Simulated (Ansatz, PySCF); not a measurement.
C2H7GeN, SMILES [CH]([GeH2][NH2])=C.

Geometry optimised at B3LYP-D3(BJ)/def2-SVP. This is a generated structure with no PubChem entry under its InChIKey; it may be hypothetical. The values are those of a single conformer.

Vertical ionisation energy (IE) and electron affinity (EA) in eV. Rows of orbital energies are one-electron estimates. Where ΔSCF, EOM or ADC give a negative EA the extra electron is unbound and the value depends on the basis.

| level | IE | EA |
|---|---|---|
| −ε(HOMO), −ε(LUMO), ωB97X/def2-TZVP (PySCF) | 9.56 | -1.70 |
| −ε(HOMO), −ε(LUMO), PBE/def2-TZVP (PySCF) | 5.74 | 1.42 |
| ΔSCF, PBE0/def2-SVPD (Ansatz), final states of multiplicity 2 and 2 | 9.21 | -1.18 |
| ΔSCF, PBE/def2-SVPD (Ansatz), final states of multiplicity 2 and 2 | 8.97 | -0.99 |

What vertical singlet–triplet gap does ΔSCF give with PBE0/def2-SVPD (Ansatz, a first-principles code) and with PBE/def2-SVPD (Ansatz)? (The exact figures need the calculation; the answer reports its results.)

4.14 and 4.23 eV (triplet above singlet where positive).
